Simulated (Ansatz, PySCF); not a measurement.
C2H5FSi2, SMILES C#C[Si@@H](F)[SiH3]. Atoms are numbered in the order given.

```xyz
10

C      2.0690     1.9018     0.2578
C      1.3476     0.9900    -0.0938
Si     0.1892    -0.3467    -0.5856
F      0.8229    -1.7831    -0.1373
Si    -1.8306    -0.0343     0.5314
H      2.7137     2.7082     0.5668
H      0.0586    -0.3552    -2.0658
H     -2.7971    -1.1167     0.1853
H     -1.5868    -0.0341     2.0021
H     -2.4004     1.2831     0.1220
```

Geometry: ωB97X-D3(BJ)/def2-SVP. The structure was generated by enumeration; whether it is a known compound was not checked.

Two levels are set side by side: PBE-D3(BJ)/def2-SVP (Ansatz, a program for electronic structure) and ωB97X-D3(BJ)/def2-SVP (PySCF). Each level has its own optimised geometry; the coordinates shown are those of the second. Frequencies come from the Hessian of PySCF at each geometry. Differences are taken from unrounded values.

| quantity | ωB97X-D3(BJ) | PBE-D3(BJ) | PBE-D3(BJ) minus ωB97X-D3(BJ) |
|---|---|---|---|
| mean bond length (Å) | 1.561 | 1.573 | 0.012 |
| bond C1–C2 (Å) | 1.215 | 1.229 | 0.015 |
| bond C2–Si3 (Å) | 1.836 | 1.833 | -0.003 |
| bond Si3–F4 (Å) | 1.633 | 1.645 | 0.013 |
| bond Si3–Si5 (Å) | 2.329 | 2.350 | 0.021 |
| bond C1–H6 (Å) | 1.078 | 1.083 | 0.005 |
| bond Si3–H7 (Å) | 1.486 | 1.501 | 0.015 |
| bond Si5–H8 (Å) | 1.492 | 1.505 | 0.013 |
| bond Si5–H9 (Å) | 1.491 | 1.504 | 0.013 |
| bond Si5–H10 (Å) | 1.493 | 1.506 | 0.013 |
| highest harmonic wavenumber (cm⁻¹) | 3469 | 3388 | -81 |
| mean harmonic wavenumber (cm⁻¹) | 1039 | 988 | -50 |
| zero-point energy (kcal/mol) | 35.63 | 33.91 | -1.72 |

GGA bonds tend to be longer and softer than those of functionals with exact exchange. Differences between two approximate levels are no errors against the true value.
